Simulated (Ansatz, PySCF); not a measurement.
Gas-phase reaction (SMILES): O=C=N[Si](F)(F)F [trifluoro(isocyanato)silane] + 8 [H][H] (H2) -> C (CH4) + 3 F (HF) + N (NH3) + O (H2O) + [SiH4] (SiH4); energy of full hydrogenation.

Structures are relaxed separately at B3LYP-D3(BJ)/def2-TZVP in Ansatz (an electronic-structure program), one conformer each, not searched for the lowest. Cores are frozen in the correlated levels unless marked. Spin-orbit coupling is left out. Non-relativistic. Basis-set limits of correlation are two-point, X^-3; Hartree-Fock from the larger set. Thermal terms are rigid-rotor harmonic-oscillator values from B3LYP-D3(BJ) frequencies (PySCF) at 298.15 K and 1 atm. 1 Eh = 627.5095 kcal/mol.

```json
[
 {"species": "O=C=N[Si](F)(F)F", "E, CCSD(T)/CBS(cc-pV(T+d)Z,cc-pV(Q+d)Z) (Ansatz) (Eh)": "-756.62462", "E, wB97M-V/def2-TZVPD (Ansatz) (Eh)": "-757.46907", "H - E (Eh)": "0.03175"},
 {"species": "[H][H] (H2)", "E, CCSD(T)/CBS(cc-pV(T+d)Z,cc-pV(Q+d)Z) (Ansatz) (Eh)": "-1.17450", "E, wB97M-V/def2-TZVPD (Ansatz) (Eh)": "-1.16077", "H - E (Eh)": "0.01336"},
 {"species": "C (CH4)", "E, CCSD(T)/CBS(cc-pV(T+d)Z,cc-pV(Q+d)Z) (Ansatz) (Eh)": "-40.45816", "E, wB97M-V/def2-TZVPD (Ansatz) (Eh)": "-40.49098", "H - E (Eh)": "0.04840"},
 {"species": "F (HF)", "E, CCSD(T)/CBS(cc-pV(T+d)Z,cc-pV(Q+d)Z) (Ansatz) (Eh)": "-100.39146", "E, wB97M-V/def2-TZVPD (Ansatz) (Eh)": "-100.46200", "H - E (Eh)": "0.01259"},
 {"species": "N (NH3)", "E, CCSD(T)/CBS(cc-pV(T+d)Z,cc-pV(Q+d)Z) (Ansatz) (Eh)": "-56.50369", "E, wB97M-V/def2-TZVPD (Ansatz) (Eh)": "-56.55014", "H - E (Eh)": "0.03799"},
 {"species": "O (H2O)", "E, CCSD(T)/CBS(cc-pV(T+d)Z,cc-pV(Q+d)Z) (Ansatz) (Eh)": "-76.37426", "E, wB97M-V/def2-TZVPD (Ansatz) (Eh)": "-76.43347", "H - E (Eh)": "0.02495"},
 {"species": "[SiH4] (SiH4)", "E, CCSD(T)/CBS(cc-pV(T+d)Z,cc-pV(Q+d)Z) (Ansatz) (Eh)": "-291.45815", "E, wB97M-V/def2-TZVPD (Ansatz) (Eh)": "-291.84546", "H - E (Eh)": "0.03520"}
]
```

Work out ΔE and ΔH at 298.15 K at the first level, then ΔH at the second.


1. ΔE = [(-40.45816) + 3×(-100.39146) + (-56.50369) + (-76.37426) + (-291.45815)] - [(-756.62462) + 8×(-1.17450)] = 0.05198 Eh = 32.6 kcal/mol at CCSD(T)/CBS(cc-pV(T+d)Z,cc-pV(Q+d)Z).
2. The terms H - E add up to 0.04568 Eh, so ΔH = (0.05198 + (0.04568))×627.5095 = 61.3 kcal/mol.
3. At wB97M-V/def2-TZVPD the same steps give ΔE = 30.9 and ΔH = 59.5 kcal/mol, a shift of -1.8 from the first level.
4. These values are not checked against measurement here, since the tables used lack a sound gas-phase enthalpy of formation for at least one species.
